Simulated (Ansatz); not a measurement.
Geometry optimisation, RKS PBE0/6-31G in Ansatz 0.2.0.

Input file:

```yaml
crystal:
  periodic: [false, false, false]
  atoms:
    - { symbol: Si, position_ang: [0.0, 0.0, 0.0] }
    - { symbol: H, position_ang: [0.0, 0.0, 1.46] }
    - { symbol: F, position_ang: [1.4994, 0.0, -0.5295] }
    - { symbol: O, position_ang: [-0.7913, 1.3709, -0.5594] }
    - { symbol: C, position_ang: [-2.1512, 1.4177, -0.9653] }
    - { symbol: H, position_ang: [-2.7687, 0.8215, -0.2614] }
    - { symbol: H, position_ang: [-2.5023, 2.4707, -0.9639] }
    - { symbol: H, position_ang: [-2.2473, 0.9975, -1.9882] }
    - { symbol: F, position_ang: [-0.7489, -1.2974, -0.5295] }
basis:
  gaussian: { orbitals: "6-31G" }
hamiltonian:
  xc: pbe0
relax:
  f_tol: 0.02
  max_steps: 40
output:
  orbitals: {}
```

Command:

```bash
$ ansatz run input.yaml --threads 1 --pin off --max-ram 2048MiB --backend cpu --events-out ev --progress --plain --runs-dir out
```

Task: Where does it end, and by what steps?

Result: The forces met the threshold. The force dipped under the threshold on the way, but the program's further checks kept it going. Limits of this set-up: no polarisation functions. After 15 steps the energy has fallen by 0.468 eV; H6 moved furthest, 0.88 Å.

| step | energy less start (eV) | largest force component (eV/Å) | accepted |
| --- | --- | --- | --- |
| 0 | 0.0000 | 2.782 | yes |
| 1 | -0.2354 | 1.526 | yes |
| 2 | -0.3375 | 0.272 | yes |
| 3 | -0.3789 | 0.240 | yes |
| 4 | -0.3955 | 0.478 | yes |
| 5 | -0.4350 | 0.573 | yes |
| 6 | -0.4419 | 0.388 | yes |
| 7 | -0.4636 | 0.104 | yes |
| 8 | -0.4666 | 0.009 | yes |
| 9 | -0.4663 | 0.190 | no |
| 10 | -0.4677 | 0.026 | yes |
| 11 | -0.4665 | 0.188 | no |
| 12 | -0.4654 | 0.134 | no |
| 13 | -0.4681 | 0.006 | yes |
| 14 | -0.4683 | 0.032 | yes |
| 15 | -0.4684 | 0.015 | yes |

```xyz
9
Properties=species:S:1:pos:R:3
Si -0.077 -0.046 0.180
H 0.664 0.145 1.442
F 0.960 -0.095 -1.139
O -1.185 1.198 0.010
C -2.127 1.469 -1.050
H -2.862 0.662 -1.126
H -2.630 2.400 -0.790
H -1.608 1.587 -2.007
F -0.843 -1.538 0.143
```

Time of the run: 35 s on 1 thread of Intel(R) Xeon(R) Platinum 8488C (Sapphire Rapids) (shared host), peak memory 0.17 GiB.
